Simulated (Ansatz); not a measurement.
Total energies of C4H16BNSi2 (`BN([SiH2][SiH3])C(C)(C)C`).

```xyz
24

B     1.362   -1.444   -0.564
N     0.350   -0.671    0.007
Si    0.637   -0.326    1.719
Si    2.327    1.271    1.989
C    -0.834   -0.122   -0.698
C    -0.771   -0.407   -2.190
C    -2.096   -0.766   -0.127
C    -0.874    1.391   -0.492
H     2.261   -1.787    0.158
H     1.373   -1.767   -1.712
H    -0.605    0.193    2.356
H     0.992   -1.584    2.422
H     3.586    0.817    1.341
H     2.592    1.512    3.435
H     1.917    2.560    1.365
H    -0.776   -1.477   -2.399
H    -1.646    0.038   -2.670
H     0.124    0.024   -2.644
H    -2.069   -1.847   -0.275
H    -2.200   -0.568    0.941
H    -2.983   -0.371   -0.629
H     0.024    1.858   -0.901
H    -1.744    1.819   -0.997
H    -0.947    1.655    0.566
```

Total charge 0; spin multiplicity 1. The geometry is a stationary point of PBE0-D4/def2-TZVP. It is one conformer, not always the lowest. Basis def2-TZVPP, the Gaussian-basis code of Ansatz.

RPA on PBE orbitals: Hartree–Fock energy of these orbitals -817.83740 Eh, correlation -2.23945 Eh (frozen core).

```
             functional                                       kind  energy without D4 (Eh)  D4 term (kJ/mol)
            LDA (SPW92)                                        LDA              -816.17922                 –
                    PBE                                        GGA              -820.12936             -68.2
                 revPBE                                        GGA              -820.57336            -199.3
                   BLYP                                        GGA              -820.62529            -145.8
                 r2SCAN                                   meta-GGA              -820.58230             -18.9
                 B97M-V                         meta-GGA with VV10              -820.65294                 –
                  B3LYP                        global hybrid, 20 %              -820.84607            -108.2
                r2SCAN0                      meta-GGA hybrid, 25 %              -820.55852             -21.9
HSE06 (plane-wave form)                            screened hybrid              -820.20910             -55.0
                  BHLYP                        global hybrid, 50 %              -820.63805             -81.7
                LC-ωPBE                long-range corrected hybrid              -820.45738                 –
                ωB97X-V       range-separated hybrid GGA with VV10              -820.63928                 –
                ωB97M-V  range-separated hybrid meta-GGA with VV10              -820.60422                 –
                 B2PLYP                              double hybrid              -820.31389                 –
```

(1) Give the same for PBE0, r2SCANh, CAM-B3LYP, PBE-QIDH. (Best estimate.)

B3LYP takes the VWN-RPA correlation (the form of Gaussian; ORCA's B3LYP/G). HSE06 is the plane-wave form, built on full-range PBE exchange. The double hybrids freeze the cores in their second-order part.

Answers

(1) Computed: 
| functional | kind | energy without D4 (Eh) | D4 term (kJ/mol) |
| --- | --- | --- | --- |
| PBE0 | global hybrid, 25 % exact exchange | -820.23818 | -58.8 |
| r2SCANh | meta-GGA hybrid, 10 % | -820.57208 | -19.9 |
| CAM-B3LYP | range-separated hybrid | -820.65900 | -60.0 |
| PBE-QIDH | double hybrid | -820.04390 | – |

LC-ωPBE has ω = 0.4 bohr⁻¹.
